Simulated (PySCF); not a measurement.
Mo(O)(NH)(NH2)(SH) (H4MoN2OS), SMILES [NH]=[Mo]([NH2])(=[O])[SH], multiplicity 1.

The structure is a stationary point at B3LYP-D3(BJ)/def2-SVP. The multiplicity is an assumed one; no other spin state was optimised. The structure was generated by enumeration; whether it is a known compound was not checked. The def2 effective core potentials stand for the cores of Mo; spin–orbit coupling is left out. The values are those of a single conformer.

Computed with PySCF 2.14.0 with B3LYP-D3(BJ)/def2-SVP.

Frequencies are harmonic and unscaled.

```
mode  ν (cm⁻¹)  IR (km/mol)   moving atoms (share of kinetic energy)
----  --------  -----------  ---------------------------------------
1          158          3.2   N 28 %, H 22 %, O 21 %, S 19 %, Mo 9 %
2          160          1.5          N 43 %, S 25 %, H 15 %, Mo 13 %
3          216          2.9          H 32 %, N 31 %, O 23 %, Mo 10 %
4          218          2.4  N 33 %, O 24 %, H 20 %, S 12 %, Mo 11 %
5          266         10.2                   O 43 %, H 29 %, N 20 %
6          293         23.9                   H 59 %, N 22 %, O 12 %
7          383         20.3                  S 48 %, H 27 %, Mo 22 %
8          393          3.6                           H 75 %, S 13 %
9          477        146.2                           H 77 %, N 22 %
10         533        146.9                           H 74 %, N 23 %
11         637         28.8                            H 88 %, N 8 %
12         656          3.2                           H 83 %, N 13 %
13         672         17.5                           H 51 %, N 43 %
14         740        148.4                  N 48 %, H 38 %, Mo 13 %
15         980        103.6                          N 71 %, Mo 18 %
16        1024        121.5                          O 80 %, Mo 13 %
17        1504         28.8                           H 89 %, N 11 %
18        2646          1.1                                   H 97 %
19        3538        124.3                                   H 96 %
20        3553        124.7                                   H 93 %
21        3641         45.8                            H 91 %, N 9 %
```
